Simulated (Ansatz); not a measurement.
```yaml
atoms:
  - { symbol: Cu, position_ang: [0.0000, 0.0000, -1.0269] }
  - { symbol: Cu, position_ang: [0.0000, 0.0000, 1.0269] }
```

Basis set: 6-31G* (spherical functions). Frozen core: 10 orbitals. Charge 0, multiplicity 1.

Computed with Ansatz (development build ahead of 0.2.0); each method stands on the lowest determinant of its kind that the runs found. Restricted open shells among the atoms or ions are ROHF, correlated in semicanonical orbitals with singles.

(1) Give the atomization energy at this shape (free ground-state atoms in the same class of orbitals less the molecule, no zero-point energy) of singlet Cu2 by RHF-MP2, RHF.

## Answers

(1)

| method | atomization energy |
| --- | --- |
| RHF-MP2 | 265.5 kJ/mol |
| RHF | -227.8 kJ/mol |

Caution for RHF: the molecule lies well above its atoms at this level.
